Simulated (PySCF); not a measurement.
Spectra and structures to be paired. Theory: TDDFT CAM-B3LYP/def2-SVPD, vertical, gas phase, core orbitals frozen in the response (PySCF 2.14.0, density-fitted response routines). Geometries: GFN2-xTB; one conformer of each isolated species. Triplets are in the Tamm–Dancoff approximation.

A. `CC1=NN=C(Cl)O1`
B. `COC(=O)[C@H](C)O`
C. `C=CC(Cl)(Cl)Cl`

Lowest singlet levels (six at most, fewer where fewer were computed) with oscillator strengths:

1. 6.15 eV (f 0.003); 7.16 eV (f 0.031); 7.69 eV (f 0.012); 8.13 eV (f 0.016); 8.35 eV (f 0.125); 8.44 eV (f 0.008); T1 5.64 eV
2. 6.47 eV (f 0.001); 6.51 eV (f 0.002); 6.64 eV (f 0.112); 6.71 eV (f 0.028); 7.05 eV (f 0.092); 7.17 eV (f 0.001); T1 4.32 eV
3. 5.92 eV (f 0.000); 6.44 eV (f 0.309); 6.97 eV (f 0.014); 7.13 eV (f 0.002); 7.46 eV (f 0.000); 7.50 eV (f 0.000); T1 4.44 eV

Task: Which spectrum belongs to which structure?

Result: 1 = B, 2 = C, 3 = A.
- A: S1 at 5.92 eV, HOMO-1→LUMO (97%); Löwdin shares by element: HOMO nitrogen 35%, chlorine 20%, carbon 18% or more (atoms not listed hold the other 27%); LUMO carbon 40% or more, oxygen 17%, nitrogen 15% or more (atoms not listed hold the other 29%); HOMO -9.19 and LUMO 0.38 eV; point group Cs, 3 of its 6 listed states under f = 0.0005.
- B: S1 at 6.15 eV, HOMO-1→LUMO (42%), HOMO-1→LUMO+1 (37%); Löwdin shares by element: HOMO oxygen 60% or more, carbon 23% or more (atoms not listed hold the other 17%); LUMO carbon 32% or more, oxygen 29% or more (atoms not listed hold the other 39%); HOMO -9.54 and LUMO 1.01 eV.
- C: S1 at 6.47 eV, HOMO-1→LUMO+1 (81%); Löwdin shares by element: HOMO carbon 62% or more, chlorine 28% or more; LUMO carbon 45% or more, chlorine 29% or more (atoms not listed hold the other 26%); HOMO -9.76 and LUMO -0.08 eV; point group Cs.
